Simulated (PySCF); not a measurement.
Compound: C4H6FN2O (doublet state).
Atom-mapped SMILES: `[F:1][CH2:2][O:3][C:4]1[CH2:5][CH:6]=[N:7][NH:8]1` (hydrogens: H9, H10 on C2; H11, H12 on C5; H13 on C6; H14 on N8)

Geometry (GFN2-xTB, Å), atoms numbered from 1 in this order:
```xyz
14
C4H6FN2O angstrom
F      2.0001   -0.8419   -1.3676
C      2.1240   -0.3265   -0.1014
O      1.1473   -0.8290    0.7418
C     -0.1284   -0.3560    0.5722
C     -1.0191   -0.4997   -0.6245
C     -1.9897    0.6033   -0.3096
N     -1.6867    1.2702    0.7561
N     -0.5541    0.7640    1.2547
H      2.0758    0.7682   -0.2116
H      3.0948   -0.6548    0.2848
H     -0.5016   -0.3534   -1.5868
H     -1.5008   -1.4851   -0.6855
H     -2.8481    0.8637   -0.8945
H     -0.2141    1.0766    2.1497
```

The hyperfine couplings belong to this conformer and change with its torsions.

Method: UKS B3LYP, pcH-1 on C F H N O, non-relativistic, mean-field spin-orbit, GIAO (PySCF). One conformer (not necessarily the lowest) at the GFN2-xTB geometry, without solvent, vibrations or thermal averaging. Couplings are sensitive to structure, and on GFN2-xTB geometries they can be far from those on DFT ones. Stability of the SCF solution: not tested.

Largest spin populations (Mulliken): C4 (+0.73), C6 (+0.21), C5 (-0.09) and N8 (+0.08). The angles at C4 add up to 355.5°, so it is nearly planar.

Task: Find Q in a(H) = Q·ρ(C) for the protons on the planar carbons that carry spin.

Result: 
| H | C | ρ(C) | a(H) (G) | a/ρ (G) |
| --- | --- | --- | --- | --- |
| H13 | C6 | +0.209 | -5.23 | -25.0 |

One proton gives one ratio, Q = -25.0 G, and no test of linearity. In every row coupling and population have opposite signs.

Couplings in gauss use g_iso = 2.0026.
